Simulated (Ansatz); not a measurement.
Wavefunction ladder for C6H18GeN2 (`C[N](C)[Ge]([CH3])([CH3])[N](C)C`)

```xyz
27

C    -0.969    1.742   -1.917
N    -0.800    0.482   -1.241
C    -1.933   -0.395   -1.402
Ge    0.096    0.421    0.367
C     1.601    1.661    0.246
C    -1.036    0.813    1.911
N     0.603   -1.346    0.488
C     0.932   -1.908    1.772
C     1.414   -1.877   -0.579
H    -0.081    2.367   -1.802
H    -1.118    1.580   -2.993
H    -1.838    2.321   -1.557
H    -1.755   -1.337   -0.878
H    -2.090   -0.627   -2.464
H    -2.875    0.038   -1.023
H     1.270    2.700    0.288
H     2.280    1.488    1.084
H     2.153    1.505   -0.682
H    -1.535    1.772    1.758
H    -1.799    0.042    2.031
H    -0.453    0.877    2.831
H     1.976   -1.721    2.080
H     0.794   -2.997    1.758
H     0.277   -1.509    2.550
H     1.270   -2.962   -0.665
H     1.124   -1.426   -1.530
H     2.494   -1.705   -0.431
```

The species carries charge 0 and has multiplicity 1. Correlated methods include outer-core shells of Ge, which these sets cover unevenly. Scalar relativity is left out up to krypton. All single points use the PBE0-D4/def2-TZVP geometry. It is one conformer, not always the lowest. Frozen core, restricted reference, Ansatz 0.2.0.

```csv
basis,HF (Eh),MP2 corr.
def2-SVP,-2421.44487,-1.44556
def2-TZVPP,-2422.09443,-1.75681
def2-QZVPP,-2422.15236,-2.11473
```

(1) Estimate the CCSD correlation energy and the (T) correction in each basis where they were run (hartree).

Results:

(1) 
```tsv
basis	CCSD corr.	(T)
def2-SVP	-1.54543	-0.04688
def2-TZVPP	-1.83646	-0.07382
```
